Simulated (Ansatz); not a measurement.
`C[O][Au]` → `[CH2]` (triplet) + `[OH][Au]` at 400 K and 1 bar (formal loss of a carbene).

Gas-phase electronic energies from Ansatz, PBE0-D4/def2-TZVP geometries. CBS: MP2 limit from def2 TZ/QZ plus the TZ coupled-cluster correction, frozen cores. This one scheme is used for every species. Triplets are unrestricted, without spin–orbit coupling. def2 core potentials past Kr. For Au outer-core shells are correlated without core-valence functions, which leaves a few kJ/mol of doubt a bond.

| species | CCSD(T)/CBS energy (Eh) | H − E (kJ/mol) | S (J/(mol·K)) |
| --- | --- | --- | --- |
| `C[O][Au]` | -250.49639 | 126.7 | 315.2 |
| `[CH2]` (triplet) | -39.09499 | 59.0 | 205.7 |
| `[OH][Au]` | -211.25768 | 46.7 | 272.3 |

H − E and S are ideal-gas, rigid-rotor, harmonic terms from PBE0-D4/def2-TZVP, with the whole ground term of open shells counted as degenerate. 1 Eh = 2625.50 kJ/mol, R = 8.31446 J/(mol·K).

Problem. By hand: ΔE, ΔH, ΔS and ΔG.

Solution. ΔE = (-39.09499) + (-211.25768) − (-250.49639) = 0.14372 Eh = 377.3 kJ/mol. Δ(H − E) = 59.0 + 46.7 − 126.7 = -21.0, so ΔH = 356.3 kJ/mol. ΔS = 205.7 + 272.3 − 315.2 = 162.8 J/(mol·K). ΔG = 356.3 − 400 × (162.8)/1000 = 291.2 kJ/mol.

Problem. By hand: the equilibrium constant, and the temperature at which ΔG would vanish if ΔH and ΔS stayed fixed.

Solution. log₁₀ K = −ΔG/(RT ln 10) = -38.0. ΔG = 0 at ΔH/ΔS = 2189 K.

The number of gas molecules changes by +1, which sets the sign of ΔS. A doubt of 5 kJ/mol in ΔE shifts log₁₀ K by 0.7 here. A triplet takes part, so the spin changes. These are equilibria of isolated gas molecules and say nothing of rates. Largest T1 diagnostic: 0.033 (customary marks: 0.02 for closed shells, 0.045 for open ones).
